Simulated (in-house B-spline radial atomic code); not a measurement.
What moves the levels of S+ ([Ne] 3s2 3p3)? Method: Dirac-Hartree-Fock, average of configuration, Fermi nucleus of rms radius 3.2611 fm. Calculated with an all-electron radial atomic-structure program (B-spline basis).

Baseline run (computed): total energy -398.2055 hartree, 1s1/2 at -92.76636 hartree, 3p3/2 at -21.937 eV with <r> = 1.905 bohr.

Scaling the speed of light c (a factor of 100 is close to the non-relativistic limit):

| c/c0 | ΔE (hartree) | 3p3/2 level (eV) | 3p3/2 <r> (bohr) |
| --- | --- | --- | --- |
| 0.95 | -0.12192 | -21.9321 | 1.905 |
| 0.98 | -0.046513 | -21.9352 | 1.905 |
| 1.02 | 0.04378 | -21.9389 | 1.905 |
| 3 | 0.99654 | -21.9784 | 1.904 |
| 100 | 1.1202 | -21.9836 | 1.903 |

Changing the nucleus:

```csv
nucleus,ΔE (eV)
Gaussian nucleus of rms radius 0.01 fm,-0.0102
Fermi nucleus of rms radius 3.1959 fm,-0.000402
Fermi nucleus of rms radius 3.3263 fm,0.00041
```

A larger nucleus binds the electrons less, roughly as the density at the nucleus times the change of the nuclear <r²>. A radius of 0.01 fm is nearly a point.

(1) The nuclear charge is raised by 0.1. What does the Hellmann-Feynman theorem predict for the energy, and what is found?

Answers

(1) dE/dZ ≈ -Σ<1/r>, which is -59.0444 at the start and -59.5106 at the end; their mean times 0.1 is -5.9278 hartree, and the two runs differ by -5.9277 hartree.
